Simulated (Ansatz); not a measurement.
Computed with Ansatz on PBE0-D4/def2-TZVP structures; ΔE is electronic, products minus reactants. CCSD(T)/CBS adds triple-zeta CCSD(T) − MP2 to the extrapolated MP2 energy (def2 sets, frozen cores). Open shells (•) are unrestricted, without spin–orbit coupling. For Ga outer-core shells are correlated without core-valence functions, which leaves a few kJ/mol of doubt a bond. Scalar relativity is left out up to krypton. Each species was taken in one conformer, which may not be the lowest.

`S[SiH](Cl)[O][GaH2]` → `[O][GaH2]`• + `S[SiH]Cl`•  (homolysis of the O–Si bond)

| species | CCSD(T)/def2-TZVPP energy (Eh) |
| --- | --- |
| `S[SiH](Cl)[O][GaH2]` | -3147.67545 |
| `[O][GaH2]`• | -1999.72124 |
| `S[SiH]Cl`• | -1147.74096 |

Work out ΔE.

ΔE = (-1999.72124) + (-1147.74096) − (-3147.67545) = 0.21325 Eh = +559.9 kJ/mol. CCSD(T)/CBS gives +574.5 kJ/mol.

What do rigid-rotor, harmonic-oscillator terms from PBE0-D4/def2-TZVP frequencies (298.15 K, 1 bar) make of the CCSD(T)/CBS value? (Best estimate.)

The calculation gave: ΔZPE = -13.6 kJ/mol, ΔH = +562.5 kJ/mol, ΔS = 163 J/(mol·K), ΔG = +513.9 kJ/mol. Open shells count their whole term as degenerate. Modes under 50 cm⁻¹ make the entropy rough.

Largest T1 diagnostic among the species: 0.019.

In def2-TZVPP, CCSD(T) changes the Hartree–Fock value by +125.0 kJ/mol (the triples alone add +8.5 kJ/mol) and MP2 by +167.5 kJ/mol; breaking electron pairs costs correlation energy, which Hartree–Fock lacks. Leaving LDA and LC-ωPBE aside and taking each functional with its dispersion term where it has one, the values, not all of them listed here, spread over 52.3 kJ/mol, from revPBE-D4 to ωB97M-V. LDA lies +77.6 kJ/mol from PBE without D4, its usual overbinding. At CCSD(T), def2-SVP lies −39.3 kJ/mol from the extrapolated value and def2-TZVPP −14.6 kJ/mol: correlation converges slowly with the basis, and small sets miss more of it in the bonded molecule than in its fragments.
